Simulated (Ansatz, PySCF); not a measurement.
Species: sum formula H2BOCl2 (charge +1, singlet). It need not be the lowest isomer of its formula. 
Coordinates optimised at B3LYP-D3(BJ)/def2-TZVP (Ansatz, a quantum-chemistry and plane-wave program):
```xyz
6

B     -0.1500    -0.0342     0.0356
Cl     0.3386     1.5220     0.5041
Cl     0.6828    -1.2892    -0.7463
O     -1.5622    -0.3560     0.3704
H     -1.9663    -1.2186     0.1545
H     -2.1499     0.2805     0.8213
```
Charge +1, spin multiplicity 1.

Total electronic energies in hartree. Valence correlation only, unless marked. Spin-orbit coupling is left out. Non-relativistic. CBS marks a two-point X^-3 extrapolation of the correlation energy; Hartree-Fock from the larger set. [CCSD(T)-MP2]/basis is that difference in the basis named.

```csv
level,program,energy (Eh)
HF/6-31G*,Ansatz,-1019.49288
HF/cc-pV(Q+d)Z,Ansatz,-1019.64007
BLYP/def2-TZVPD,Ansatz,-1021.52516
revPBE/def2-TZVPD,Ansatz,-1021.35544
r2SCAN-D4/def2-TZVPD,Ansatz + dftd4,-1021.44450
PBE0/STO-3G,Ansatz,-1009.78640
PBE0/6-31G*,Ansatz,-1021.02274
PBE0/def2-TZVPD,Ansatz,-1021.13975
PBE0/def2-QZVPP,Ansatz,-1021.17338
TPSSh-D3(BJ)/def2-TZVPD,PySCF + dftd3,-1021.59197
HSE06/def2-TZVPD,Ansatz,-1021.11954
CAM-B3LYP-D3(BJ)/def2-TZVPD,Ansatz + dftd3,-1021.54442
CAM-B3LYP/def2-TZVPD,Ansatz,-1021.54053
LC-wPBE/def2-TZVPD,Ansatz,?
B2GP-PLYP-D3(BJ)/def2-TZVPD,Ansatz + dftd3,-1021.11493
B2PLYP/def2-TZVPD,Ansatz,-1021.22223
MP2/cc-pV(T+d)Z,Ansatz,-1020.33579
MP2/cc-pVTZ,Ansatz,-1020.33224
RI-MP2/cc-pV(Q+d)Z,Ansatz,-1020.41207
SCS-MP2/cc-pV(T+d)Z,Ansatz,-1020.32140
CCSD(T)/cc-pVTZ,Ansatz,-1020.39745
"RI-MP2/CBS(cc-pV(T+d)Z,cc-pV(Q+d)Z)+[CCSD(T)-MP2]/cc-pV(Q+d)Z",Ansatz,-1020.5232
"CCSD(T)/CBS(cc-pV(T+d)Z,cc-pV(Q+d)Z)",Ansatz,-1020.5227
```

**Question.** Complete the blanks.

**Answer.** 
- LC-wPBE/def2-TZVPD, energy (Eh): -1021.23818
